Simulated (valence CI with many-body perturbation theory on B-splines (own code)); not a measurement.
**E1 line list for Cs XLIX**

Method: valence CI with perturbative core correlation (CI+MBPT): five valence electrons over a frozen Dirac-Fock core [He], radial functions for each j: 11 s, 11 p, 10 d, 8 f, 5 g, 2 h, with the one-electron correlation potential Σ1 (screened to all orders), the two-electron term Σ2, the three-electron term Σ3, Breit, model QED; selected single and double excitations, second order for the rest, scaled by the run's own slope (own B-spline code, finite nucleus).

No measured spectrum was set against this ion. As an estimate, large intervals hold to a few tenths of a per cent, small ones and those within an open d or f shell to about a per cent. Among the levels kept, up to 7300 cm⁻¹ of a level comes from second order outside the variational space, and about a tenth of that is noise between levels of different J, which matters for small intervals.

Lines 51 to 100 of 600 in falling wavelength, among levels below 49779 × 10³ cm⁻¹, chosen from the strongest by gf and those to the six lowest levels. Wavelengths and rates use the calculated energies. Electric multipoles are in the length gauge, E1 and E2 with the static RPA response of the core. Weak lines are less certain than strong ones. Lines between different terms over intervals too small for the method are left out, as are lines whose strength nearly cancels. The highest levels of a list are the least certain.

Levels are named by their leading jj configuration (3d3/2^4 stands for four electrons in 3d with j = 3/2), which in mixed levels can hold well under half, so a name can repeat and another be missing. Letters in brackets count levels of one name in rising energy.

| λ vac (nm) | Upper | Lower | A (s⁻¹) | S (a.u.) |
| --- | --- | --- | --- | --- |
| 10.83 | (2s 2p1/2 2p3/2^2 3d5/2) J=3/2 [b] | (2s 2p1/2 2p3/2^2 3p3/2) J=3/2 [b] | 1.23e+10 | 3.08e-02 |
| 10.27 | (2s 2p1/2 2p3/2^2 3d5/2) J=7/2 [b] | (2s 2p1/2 2p3/2^2 3p3/2) J=7/2 [b] | 8.80e+09 | 3.76e-02 |
| 9.398 | (2s^2 2p3/2^2 3d5/2) J=5/2 [a] | (2s^2 2p3/2^2 3p3/2) J=5/2 | 1.02e+10 | 2.51e-02 |
| 7.889 | (2p1/2^2 2p3/2^2 3p3/2) J=5/2 | (2p1/2^2 2p3/2^2 3s) J=3/2 | 4.09e+10 | 5.95e-02 |
| 7.846 | (2s 2p1/2^2 2p3/2 3p3/2) J=3/2 [a] | (2s 2p1/2^2 2p3/2 3s) J=3/2 [a] | 4.88e+10 | 4.65e-02 |
| 7.846 | (2p1/2^2 2p3/2^2 3p3/2) J=1/2 | (2p1/2^2 2p3/2^2 3s) J=3/2 | 6.20e+10 | 2.96e-02 |
| 7.844 | (2s 2p1/2^2 2p3/2 3p3/2) J=7/2 | (2s^2 2p1/2 2p3/2 3p3/2) J=5/2 [b] | 1.81e+10 | 3.45e-02 |
| 7.799 | (2s 2p1/2 2p3/2^2 3p3/2) J=7/2 [b] | (2s 2p1/2 2p3/2^2 3s) J=5/2 [b] | 4.31e+10 | 8.08e-02 |
| 7.776 | (2s 2p1/2 2p3/2^2 3p3/2) J=5/2 [a] | (2s 2p1/2 2p3/2^2 3s) J=3/2 [a] | 3.33e+10 | 4.63e-02 |
| 7.686 | (2s 2p1/2 2p3/2^2 3p3/2) J=1/2 [c] | (2s 2p1/2 2p3/2^2 3s) J=1/2 [c] | 5.68e+10 | 2.55e-02 |
| 7.544 | (2s^2 2p1/2 2p3/2 3p3/2) J=3/2 [a] | (2s^2 2p1/2 2p3/2 3s) J=3/2 [b] | 2.79e+10 | 2.37e-02 |
| 7.529 | (2s 2p1/2 2p3/2^2 3d3/2) J=7/2 [b] | (2s 2p1/2 2p3/2^2 3p1/2) J=5/2 [b] | 2.89e+10 | 4.87e-02 |
| 7.510 | (2s 2p1/2 2p3/2^2 3d3/2) J=5/2 [b] | (2s 2p1/2 2p3/2^2 3p1/2) J=5/2 [b] | 3.14e+10 | 3.94e-02 |
| 7.481 | (2s^2 2p3/2^2 3p3/2) J=5/2 | (2s^2 2p3/2^2 3s) J=3/2 | 3.26e+10 | 4.04e-02 |
| 7.457 | (2s 2p1/2 2p3/2^2 3p3/2) J=3/2 [b] | (2s 2p1/2 2p3/2^2 3s) J=5/2 [b] | 6.80e+10 | 5.57e-02 |
| 7.456 | (2s 2p1/2 2p3/2^2 3p3/2) J=5/2 [c] | (2s 2p1/2 2p3/2^2 3s) J=3/2 [b] | 6.97e+10 | 8.55e-02 |
| 7.444 | (2p1/2^2 2p3/2^2 3p3/2) J=5/2 | (2p1/2^2 2p3/2^2 3s) J=5/2 | 5.08e+10 | 6.20e-02 |
| 7.442 | (2s 2p1/2 2p3/2^2 3p3/2) J=1/2 [a] | (2s 2p1/2 2p3/2^2 3s) J=3/2 [a] | 7.94e+10 | 3.23e-02 |
| 7.438 | (2p1/2^2 2p3/2^2 3p3/2) J=7/2 | (2p1/2^2 2p3/2^2 3s) J=5/2 | 1.14e+11 | 1.85e-01 |
| 7.419 | (2s 2p1/2 2p3/2^2 3p3/2) J=3/2 [e] | (2s 2p1/2 2p3/2^2 3s) J=1/2 [c] | 3.40e+10 | 2.74e-02 |
| 7.405 | (2s^2 2p3/2^2 3p3/2) J=7/2 | (2s^2 2p3/2^2 3s) J=5/2 | 3.85e+10 | 6.17e-02 |
| 7.399 | (2s 2p1/2^2 2p3/2 3d3/2) J=7/2 | (2s^2 2p1/2 2p3/2 3d3/2) J=5/2 [b] | 3.25e+10 | 5.19e-02 |
| 7.393 | (2s^2 2p3/2^2 3p3/2) J=1/2 | (2s^2 2p3/2^2 3s) J=3/2 | 8.12e+10 | 3.24e-02 |
| 7.354 | (2s 2p1/2 2p3/2^2 3p3/2) J=9/2 | (2s 2p1/2 2p3/2^2 3s) J=7/2 | 1.02e+11 | 2.01e-01 |
| 7.328 | (2s 2p1/2 2p3/2^2 3p3/2) J=7/2 [c] | (2s 2p1/2 2p3/2^2 3s) J=5/2 [c] | 1.00e+11 | 1.55e-01 |
| 7.303 | (2s 2p1/2 2p3/2^2 3p3/2) J=7/2 [b] | (2s 2p1/2 2p3/2^2 3s) J=7/2 | 3.13e+10 | 4.81e-02 |
| 7.303 | (2s 2p1/2 2p3/2^2 3d3/2) J=3/2 [b] | (2s 2p1/2 2p3/2^2 3p1/2) J=5/2 [b] | 4.34e+10 | 3.33e-02 |
| 7.294 | (2s 2p1/2 2p3/2^2 3d3/2) J=9/2 | (2s^2 2p3/2^2 3d3/2) J=7/2 | 4.09e+10 | 7.83e-02 |
| 7.286 | (2s^2 2p1/2 2p3/2 3p3/2) J=5/2 [a] | (2s^2 2p1/2 2p3/2 3s) J=3/2 [a] | 5.48e+10 | 6.28e-02 |
| 7.269 | (2s^2 2p1/2 2p3/2 3d3/2) J=5/2 [b] | (2s^2 2p1/2 2p3/2 3p1/2) J=3/2 [b] | 3.26e+10 | 3.70e-02 |
| 7.245 | (2s 2p1/2^2 2p3/2 3p3/2) J=5/2 [a] | (2s 2p1/2^2 2p3/2 3s) J=3/2 [a] | 5.01e+10 | 5.64e-02 |
| 7.235 | (2s^2 2p1/2 2p3/2 3d3/2) J=3/2 [b] | (2s^2 2p1/2 2p3/2 3p1/2) J=3/2 [b] | 3.60e+10 | 2.69e-02 |
| 7.213 | (2s 2p1/2^2 2p3/2 3p3/2) J=5/2 [b] | (2s 2p1/2^2 2p3/2 3s) J=3/2 [b] | 1.02e+11 | 1.14e-01 |
| 7.194 | (2s 2p1/2 2p3/2^2 3p3/2) J=1/2 [b] | (2s 2p1/2 2p3/2^2 3s) J=1/2 [b] | 5.06e+10 | 1.86e-02 |
| 7.189 | (2s^2 2p1/2 2p3/2 3p3/2) J=1/2 [a] | (2s^2 2p1/2 2p3/2 3s) J=1/2 | 6.18e+10 | 2.27e-02 |
| 7.154 | (2s 2p1/2 2p3/2^2 3d3/2) J=5/2 [a] | (2s 2p1/2 2p3/2^2 3p1/2) J=5/2 [a] | 3.57e+10 | 3.87e-02 |
| 7.151 | (2s^2 2p3/2^2 3p3/2) J=5/2 | (2s^2 2p3/2^2 3s) J=5/2 | 3.69e+10 | 4.00e-02 |
| 7.134 | (2s 2p1/2 2p3/2^2 3p3/2) J=5/2 [d] | (2s 2p1/2 2p3/2^2 3s) J=3/2 [d] | 3.50e+10 | 3.76e-02 |
| 7.134 | (2s^2 2p3/2^2 3d3/2) J=3/2 [b] | (2s^2 2p3/2^2 3p1/2) J=1/2 | 3.04e+10 | 2.18e-02 |
| 7.113 | (2s 2p1/2^2 2p3/2 3p3/2) J=1/2 [a] | (2s 2p1/2^2 2p3/2 3s) J=3/2 [a] | 6.50e+10 | 2.31e-02 |
| 7.112 | (2s 2p1/2 2p3/2^2 3p3/2) J=5/2 [d] | (2s 2p1/2 2p3/2^2 3s) J=5/2 [c] | 2.08e+10 | 2.22e-02 |
| 7.112 | (2s 2p1/2^2 2p3/2 3p3/2) J=7/2 | (2s 2p1/2^2 2p3/2 3s) J=5/2 | 9.43e+10 | 1.34e-01 |
| 7.062 | (2s 2p1/2 2p3/2^2 3d5/2) J=5/2 [b] | (2s 2p1/2 2p3/2^2 3p1/2) J=3/2 [b] | 1.69e+10 | 1.76e-02 |
| 7.055 | (2s 2p1/2 2p3/2^2 3p3/2) J=3/2 [d] | (2s 2p1/2 2p3/2^2 3s) J=1/2 [b] | 4.96e+10 | 3.44e-02 |
| 7.054 | (2s 2p1/2 2p3/2^2 3p3/2) J=3/2 [d] | (2s 2p1/2 2p3/2^2 3s) J=3/2 [b] | 4.15e+10 | 2.88e-02 |
| 7.054 | (2s^2 2p1/2 2p3/2 3p3/2) J=7/2 | (2s^2 2p1/2 2p3/2 3s) J=5/2 | 1.09e+11 | 1.51e-01 |
| 7.047 | (2s 2p1/2 2p3/2^2 3p3/2) J=5/2 [d] | (2s 2p1/2 2p3/2^2 3s) J=3/2 [c] | 5.87e+10 | 6.09e-02 |
| 7.016 | (2s^2 2p1/2 2p3/2 3d3/2) J=1/2 [b] | (2s^2 2p1/2 2p3/2 3p1/2) J=3/2 [b] | 5.06e+10 | 1.72e-02 |
| 6.991 | (2s 2p1/2 2p3/2^2 3p3/2) J=7/2 [a] | (2s 2p1/2 2p3/2^2 3s) J=5/2 [a] | 1.10e+11 | 1.48e-01 |
| 6.987 | (2s^2 2p3/2^2 3d3/2) J=5/2 | (2s^2 2p3/2^2 3p1/2) J=5/2 | 3.62e+10 | 3.66e-02 |
